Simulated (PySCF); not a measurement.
`FC(F)(F)Oc1ccccc1` (PhOCF3). The calculation used PySCF 2.14.0, PBE0-D3(BJ)/def2-SVP geometry optimisation, gas phase.

```
atom  x, y, z in Å
F1     2.2324   -1.8683    0.3862
C2     2.5921   -0.5862    0.3646
F3     2.6203   -0.1604    1.6293
F4     3.8117   -0.4976   -0.1268
O5     1.7847    0.1600   -0.4074
C6     0.4155    0.1796   -0.2250
C7    -0.3000    0.7911   -1.2524
C8    -1.6860    0.8727   -1.1703
C9    -2.3571    0.3415   -0.0690
C10   -1.6272   -0.2642    0.9503
C11   -0.2365   -0.3491    0.8879
H12    0.2484    1.1935   -2.1056
H13   -2.2449    1.3520   -1.9772
H14   -3.4455    0.4003   -0.0057
H15   -2.1418   -0.6812    1.8189
H16    0.3173   -0.8192    1.6994
```

Q: Work out the bond lengths F1–C2, C6–C11, C7–C8, C8–H13, C9–C10, C11–H16 in Å.

A: For F1–C2 the difference vector is (0.3597, 1.2821, -0.0216) Å, of length 1.3318 Å. F1–C2 1.332; C6–C11 1.394; C7–C8 1.391; C8–H13 1.092; C9–C10 1.392; C11–H16 1.089 Å.

Q: How far apart are these pairs, which share no bond: F4···O5, O5···C7, O5···C9, O5···H13, C7···C10?

A: F4···O5 2.149 Å (2 bonds apart); O5···C7 2.336 Å (2 bonds apart); O5···C9 4.160 Å (4 bonds apart); O5···H13 4.486 Å (4 bonds apart); C7···C10 2.780 Å (3 bonds apart).

Q: What is the repulsion energy of the bare nuclei, Σ ZA·ZB/RAB?

A: 631.29 Eh over 120 pairs, with full nuclear charges and distances in bohr; the largest single term is 21.68 Eh (C2 with F4).

Q: How far are the heavy atoms from their best plane (unweighted least squares)?

A: 0.460 Å rms; F1 1.17, C2 0.02, F3 0.96, F4 0.02, O5 0.15, C6 0.08, C7 0.03, C8 0.04, C9 0.06, C10 0.00, C11 0.08 Å (magnitudes).

Q: Where is the centre of mass (commonest isotopes), and what is the radius of gyration?

A: Mass 162.029 u; centre at (0.910, -0.198, 0.140) Å; Rg = √(Σ m r²/M) = 2.327 Å. As Ia + Ib + Ic = 2 Σ m r², the three principal moments sum to 1754.6 u·Å².

Not checked by PBE0-D3(BJ)/def2-SVP frequencies. The numbers are those of one conformer.

Cost: about 5 min of CPU time on one thread; the machine was shared, so the figure is rough. That covers the optimisation of the geometry.
